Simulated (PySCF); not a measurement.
# Computed records: CH$_{9}$BGeSi, B$_{2}$GeH$_{3}$N

Calculation on a computer-drawn molecule: the log of a Hartree-Fock and frozen-core CCSD(T) single point meant for a local Hartree-Fock minimum, with one planted fault or none, to be diagnosed. Offsets are logged minus clean, where the clean run is the same molecule without the fault. The reference is restricted for singlets and unrestricted otherwise, and also for a bond in bohr or an excited solution. Adding or removing an electron swaps singlet and doublet. The excited solution moves the top pair (singlet) or top alpha electron (doublet) to the lowest empty orbital. Highest occupied and lowest empty are orbital energies over both spins, largest force is the largest gradient component, triples share is (T) over the correlation energy, the T1 limit is 0.02 restricted and 0.045 unrestricted, electrons count all cores, a negative frequency is imaginary (commonest isotopes), and the dipole is about the centre of nuclear charge; on germanium a core potential holds 10 electrons, which the energies leave out, and 3d is frozen in MP2 and coupled-cluster steps. Program: PySCF 2.14.0.

Common to all runs: meant charge 0; meant multiplicity 1; meant basis and core potential on germanium cc-pVDZ-PP ECP10MDF; logged SCF converged yes; logged CC converged yes; logged SCF stable within its kind yes; possible faults no fault, one electron removed, one electron added, multiplicity raised by two, geometry at a saddle point, SCF held on an excited solution, minimal basis STO-3G, one bond length entered in bohr, all coordinates scaled.

(1) 
```xyz
13
formula=CH9BGeSi meant_basis=cc-pV(D+d)Z logged_electrons=66 logged_basis_functions=119 logged_spin_squared=0 logged_highest_occupied=-10.33 logged_lowest_empty=2.0084 logged_largest_force=0.027133 logged_T1_diagnostic=0.011693 logged_D1_diagnostic=0.032502 logged_triples_share=0.028402 logged_dipole_magnitude=0.89163 logged_energy_HF=-650.07168 logged_energy_CCSD(T)=-650.59652 planted_fault=all_coordinates_scaled,by_+4.8_% HF_energy_offset_from_clean_run=13.86 CCSD(T)_energy_offset_from_clean_run=9.866
B     -0.4619    -0.3706    -0.1308
C     -2.0474    -0.6830     0.1225
Si    -3.0061     0.8747     0.9210
Ge    -2.1471     1.4942     3.2116
H     -0.0678     0.1312    -1.2168
H      0.3894    -0.5810     0.7741
H     -2.6116    -0.9074    -0.8512
H     -2.2122    -1.5482     0.8584
H     -2.8869     2.1167    -0.0073
H     -4.5125     0.5116     1.0424
H     -3.0616     2.6484     3.8574
H     -2.1751     0.2219     4.1954
H     -0.6344     2.0347     3.1381
```

Units: logged_highest_occupied, logged_lowest_empty in eV; logged_largest_force in hartree/bohr; logged_dipole_magnitude in debye; logged_energy_HF, logged_energy_CCSD(T) in hartree; HF_energy_offset_from_clean_run, CCSD(T)_energy_offset_from_clean_run in kcal/mol.

Drawn bonds:
```tsv
atom	other atom	order
1	2	1
2	3	1
3	4	1
1	5	1
1	6	1
2	7	1
2	8	1
3	9	1
3	10	1
4	11	1
4	12	1
4	13	1
```

(2) 
```xyz
13
formula=CH9BGeSi meant_basis=cc-pV(D+d)Z logged_electrons=66 logged_basis_functions=119 logged_spin_squared=0.86 logged_highest_occupied=-8.7451 logged_lowest_empty=1.0249 logged_largest_force=0.0059289 logged_T1_diagnostic=0.035876 logged_D1_diagnostic=0.17833 logged_triples_share=0.031939 logged_dipole_magnitude=1.114 logged_energy_HF=-649.99447 logged_energy_CCSD(T)=-650.4991 planted_fault=one_bond_length_entered_in_bohr,row_10_of_the_drawn_bonds HF_energy_offset_from_clean_run=62.31 CCSD(T)_energy_offset_from_clean_run=71
B     -0.4407    -0.3536    -0.1248
C     -1.9536    -0.6517     0.1169
Si    -2.8684     0.8346     0.8788
Ge    -2.0487     1.4258     3.0645
H     -0.0647     0.1252    -1.1611
H      0.3716    -0.5544     0.7387
H     -2.4920    -0.8658    -0.8123
H     -2.1108    -1.4773     0.8191
H     -2.7547     2.0197    -0.0069
H     -4.3058     0.4881     0.9947
H     -3.6978     3.5069     4.2289
H     -2.0754     0.2117     4.0032
H     -0.6053     1.9415     2.9943
```

Units: logged_highest_occupied, logged_lowest_empty in eV; logged_largest_force in hartree/bohr; logged_dipole_magnitude in debye; logged_energy_HF, logged_energy_CCSD(T) in hartree; HF_energy_offset_from_clean_run, CCSD(T)_energy_offset_from_clean_run in kcal/mol.

Drawn bonds:
```tsv
atom	other atom	order
1	2	1
2	3	1
3	4	1
1	5	1
1	6	1
2	7	1
2	8	1
3	9	1
3	10	1
4	11	1
4	12	1
4	13	1
```

(3) 
```xyz
13
formula=CH9BGeSi meant_basis=cc-pV(D+d)Z logged_electrons=66 logged_basis_functions=119 logged_spin_squared=0 logged_highest_occupied=-10.53 logged_lowest_empty=2.2254 logged_largest_force=1.78e-05 logged_lowest_frequency=61.573 logged_T1_diagnostic=0.011335 logged_D1_diagnostic=0.032165 logged_triples_share=0.026749 logged_dipole_magnitude=0.93632 logged_energy_HF=-650.09377 logged_energy_CCSD(T)=-650.61224 planted_fault=no_fault HF_energy_offset_from_clean_run=0 CCSD(T)_energy_offset_from_clean_run=0
B     -0.4407    -0.3536    -0.1248
C     -1.9536    -0.6517     0.1169
Si    -2.8684     0.8346     0.8788
Ge    -2.0487     1.4258     3.0645
H     -0.0647     0.1252    -1.1611
H      0.3716    -0.5544     0.7387
H     -2.4920    -0.8658    -0.8123
H     -2.1108    -1.4773     0.8191
H     -2.7547     2.0197    -0.0069
H     -4.3058     0.4881     0.9947
H     -2.9214     2.5271     3.6807
H     -2.0754     0.2117     4.0032
H     -0.6053     1.9415     2.9943
```

Units: logged_highest_occupied, logged_lowest_empty in eV; logged_largest_force in hartree/bohr; logged_lowest_frequency in cm⁻¹; logged_dipole_magnitude in debye; logged_energy_HF, logged_energy_CCSD(T) in hartree; HF_energy_offset_from_clean_run, CCSD(T)_energy_offset_from_clean_run in kcal/mol.

Drawn bonds:
```tsv
atom	other atom	order
1	2	1
2	3	1
3	4	1
1	5	1
1	6	1
2	7	1
2	8	1
3	9	1
3	10	1
4	11	1
4	12	1
4	13	1
```

(4) 
```xyz
7
formula=B2GeH3N meant_basis=cc-pVDZ logged_electrons=52 logged_basis_functions=80 logged_spin_squared=0 logged_highest_occupied=-9.7018 logged_lowest_empty=-0.48076 logged_largest_force=3.994e-05 logged_lowest_frequency=114.07 logged_T1_diagnostic=0.018215 logged_D1_diagnostic=0.053069 logged_triples_share=0.036973 logged_dipole_magnitude=2.2632 logged_energy_HF=-398.94861 logged_energy_CCSD(T)=-399.39678 planted_fault=no_fault HF_energy_offset_from_clean_run=0 CCSD(T)_energy_offset_from_clean_run=0
B     -1.7259     0.2132     2.6771
N     -1.3332    -0.1037     1.3679
B     -0.9956    -0.3773     0.1954
Ge    -0.3182    -0.9154    -1.7289
H     -2.5046    -0.4944     3.2595
H     -1.2832     1.1916     3.2184
H     -1.4755    -0.0955    -2.4221
```

Units: logged_highest_occupied, logged_lowest_empty in eV; logged_largest_force in hartree/bohr; logged_lowest_frequency in cm⁻¹; logged_dipole_magnitude in debye; logged_energy_HF, logged_energy_CCSD(T) in hartree; HF_energy_offset_from_clean_run, CCSD(T)_energy_offset_from_clean_run in kcal/mol.

Drawn bonds:
```tsv
atom	other atom	order
1	2	1
2	3	2
3	4	1
1	5	1
1	6	1
4	7	1
```
